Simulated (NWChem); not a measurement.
System: CHBF$_{4}$; SMILES FBC(F)(F)F

NWChem input:

```
start job
memory heap 200 mb stack 900 mb global 1100 mb
geometry units angstroms noautosym nocenter noautoz
  B      0.672843    -1.074823     0.001545
  C      0.016367     0.395701     0.000234
  F     -1.317174     0.388797    -0.000293
  F      0.420237     1.075921    -1.083618
  F      0.419364     1.078057     1.082996
  F     -0.119511    -2.114330    -0.000414
  H      1.867982    -1.219157     0.004009
end
basis spherical
  * library 6-311g**
end
dft
  xc b3lyp
  iterations 150
end
tddft
  cis
  ecut -5.9
  nroots 6
  notriplet
end
task tddft energy
```

Structure relaxed at the PBE0/def2-SVP level.

Core excitations by TDA in a window of 1s orbitals, non-relativistic and unshifted: absolute energies depend strongly on the exact-exchange share.

Q: What results follow from this input? (B3LYP/6-311G** (spherical d), restricted-window TDA.) Quantities: first 1s excitation (eV); dipole oscillator strength of the first; first state with f > 0.002 (eV); dipole oscillator strength of that state.

A: 
```
Item                                       Value
----------------------------------------  ------
first 1s excitation (eV)                   181.6
dipole oscillator strength of the first   0.0696
first state with f > 0.002 (eV)            181.6
dipole oscillator strength of that state  0.0696
```
